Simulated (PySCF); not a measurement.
ethenyl silylformate (C3H6O2Si), SMILES C=COC(=O)[SiH3]. Atoms are numbered in the order given.

```xyz
12

C     -2.6649     0.4027    -0.1128
C     -1.6061     1.1940    -0.2804
O     -0.2688     0.8869    -0.1997
C      0.2219    -0.3428     0.0789
O     -0.4462    -1.3172     0.2902
Si     2.1496    -0.3777     0.1025
H     -3.6505     0.8592    -0.2239
H     -2.5900    -0.6556     0.1248
H     -1.7027     2.2559    -0.5189
H      2.5554    -0.8529     1.4552
H      2.5750    -1.3640    -0.9303
H      2.7328     0.9634    -0.1803
```

Geometry optimised at PBE0-D3(BJ)/def2-SVP. The values are those of a single conformer.

Two levels are set side by side: PBE/pcSseg-1 (PySCF) and PBE0/pcSseg-1 (PySCF). GIAO shifts against H2O (¹⁷O), TMS (²⁹Si), TMS (¹H), TMS (¹³C) at the same level; non-relativistic, no solvent, atoms listed together averaged. Differences are taken from unrounded values.

```
quantity                       PBE0    PBE  PBE minus PBE0
----------------------------  -----  -----  --------------
δ(¹³C) of C1 (ppm)            113.2  112.0            -1.2
δ(¹³C) of C2 (ppm)            153.5  152.3            -1.2
δ(¹⁷O) of O3 (ppm)            282.8  301.7            18.9
δ(¹³C) of C4 (ppm)            184.7  179.8            -4.8
δ(¹⁷O) of O5 (ppm)            542.9  535.1            -7.9
δ(²⁹Si) of Si6 (ppm)          -81.3  -89.1            -7.8
δ(¹H) of H9 (ppm)              6.60   6.59           -0.01
δ(¹H) of H10, H11, H12 (ppm)   4.41   4.45            0.04
```

Rough cost on one machine, each run with all the roots and properties that it gave: PBE0 against PBE within a factor of 2.
